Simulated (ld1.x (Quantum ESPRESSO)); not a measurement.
An all-electron radial function and its pseudo partner (Cl (Z = 17))

Columns: radius, all-electron u(r) and pseudo u(r) of the 3s shell (level -32.06 eV) of chlorine in the configuration [Ne] 3s2 3p4; LDA (PZ), scalar-relativistic, RRKJ scheme, ld1.x (Quantum ESPRESSO) 7.5.

| r (bohr) | all-electron | pseudo |
| --- | --- | --- |
| 0.062 | 0.2274 | 0.0256 |
| 0.125 | -0.0188 | 0.0525 |
| 0.188 | -0.2755 | 0.0811 |
| 0.250 | -0.4204 | 0.1119 |
| 0.312 | -0.4527 | 0.1462 |
| 0.375 | -0.3969 | 0.1857 |
| 0.438 | -0.2826 | 0.2308 |
| 0.500 | -0.1387 | 0.2813 |
| 0.562 | 0.0175 | 0.3383 |
| 0.625 | 0.1753 | 0.4026 |
| 0.688 | 0.3233 | 0.4724 |
| 0.750 | 0.4542 | 0.5445 |
| 0.812 | 0.5679 | 0.6171 |
| 0.875 | 0.6648 | 0.6881 |
| 0.938 | 0.7432 | 0.7524 |
| 1.000 | 0.8032 | 0.8061 |
| 1.062 | 0.8475 | 0.8482 |
| 1.125 | 0.8783 | 0.8783 |
| 1.188 | 0.8961 | 0.8961 |
| 1.250 | 0.9029 | 0.9029 |
| 1.312 | 0.9005 | 0.9005 |
| 1.375 | 0.8904 | 0.8904 |
| 1.438 | 0.8738 | 0.8738 |
| 1.500 | 0.8524 | 0.8524 |
| 1.562 | 0.8270 | 0.8270 |
| 1.625 | 0.7981 | 0.7981 |

Task: How many radial nodes do the two functions have?

Result: The all-electron 3s function has n − l − 1 = 2; the pseudo-wave has 0, since the states of the same l below it are removed with the core.

Task: At about which radius was the pseudo-wave matched?

Result: 1.25 bohr. The columns agree to 0.0005 from 1.12 bohr on; several derivatives are matched, so the curves merge somewhat inside the radius.

Task: Is the pseudo-wave norm-conserving?

Result: Yes: the RRKJ scheme keeps the norm inside the radius equal to the all-electron one, which fixes the energy derivative of the logarithmic derivative at the level.
